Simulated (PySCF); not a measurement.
C3H6BrF, SMILES CC[C@H](F)Br. Geometry optimised at PBE-D3(BJ)/def2-SVP. The structure was generated by enumeration; whether it is a known compound was not checked. The values are those of a single conformer.

All values below come from PBE-D3(BJ)/def2-SVP in PySCF.

Harmonic wavenumbers (cm⁻¹): 110, 198, 227, 294, 318, 522, 653, 772, 870, 974, 1020, 1083, 1116, 1199, 1246, 1316, 1320, 1354, 1391, 1415, 1433, 2968, 2986, 3031, 3036, 3079, 3083. Rotational constants (GHz): 4.783, 1.949, 1.607; symmetry number 1.

Question: Work out the zero-point energy and the ideal-gas rigid-rotor harmonic-oscillator thermochemistry at 298.15 K and 1 atm.

Answer: ZPE = ½ Σ hcν = ½ × 37017 cm⁻¹ = 52.92 kcal/mol. H − E(el) = 57.37 kcal/mol. Entropy in cal/(mol K): translation 40.74, rotation 27.46, vibration 11.97, total 80.18. G − E(el) = 33.47 kcal/mol. Cp = 22.63 cal/(mol K). Modes under 150 cm⁻¹ make the vibrational entropy uncertain.
